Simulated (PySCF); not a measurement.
# Nb⁺: ionisation energy

Nb⁺ [Kr] 4d4 (5D) → Nb²⁺ [Kr] 4d3 (4F), as a difference of total energies. Computed with PySCF 2.14 in aug-cc-pwCVDZ-PP with ECP28MDF (6s6p5d3f, 70 functions), with a scalar-relativistic core potential. Correlated levels: valence and next inner shell: nothing frozen outside the core potential. The calculations carry no spin-orbit coupling.

```csv
method,ionisation energy (eV),difference from reference (eV)
UHF,13.050,-1.270
MP2 (valence and next inner shell),13.967,-0.353
SCS-MP2 (valence and next inner shell),13.617,-0.703
CCSD (valence and next inner shell),13.829,-0.491
CCSD(T) (valence and next inner shell),13.871,-0.449
```

Reference: 14.32 eV (semi-empirical (NIST evaluation); NIST Atomic Spectra Database, ionization energies).

The reference lies between the lowest fine-structure levels, while these numbers refer to the centres of the terms.

Errors of the correlated levels include the incompleteness of this basis.
